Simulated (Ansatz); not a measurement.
**Worked example: SiH(SiH3)Br2 + CH2Cl2 → SiH2(SiH3)Br + CHBrCl2**

Species: SiH(SiH3)Br2, singlet; CH2Cl2 (dichloromethane) `ClCCl`, singlet; SiH2(SiH3)Br, singlet; CHBrCl2 (bromodichloromethane) `ClC(Cl)Br`, singlet. The partners trade Br for H: Si–Br and C–H bonds give way to Si–H and C–Br.

Shapes, held fixed at every level: PBE0-D4/def2-TZVP. Programs: Ansatz 0.2.0. The zero-point and thermal change to 298 K, harmonic and unscaled (PBE0-D4/def2-TZVP), is -9.9 kJ/mol.

At CCSD(T)/def2-TZVPP; 1 Eh = 2625.50 kJ/mol:

| species | energy (Eh) |
| --- | --- |
| SiH(SiH3)Br2 | -5726.013569 |
| CH2Cl2 | -958.682638 |
| SiH2(SiH3)Br | -3153.851061 |
| CHBrCl2 | -3530.781167 |

**Question.** Work out ΔH(298 K) of the reaction at this level.

**Answer.** 
1. Products less reactants: (-3153.851061) + (-3530.781167) − [(-5726.013569) + (-958.682638)] = 0.063979 Eh = +168.0 kJ/mol.
2. With the thermal change: +168.0 + (-9.9) = +158.1 kJ/mol.

Other levels give +154.8 (CCSD(T)/def2-SVP) to +177.9 kJ/mol (HF/def2-TZVPP). No measured value is set beside it here. Relativity is left out for Br. Outer-core shells of Br are correlated in most correlated rows, in sets that cover them unevenly.
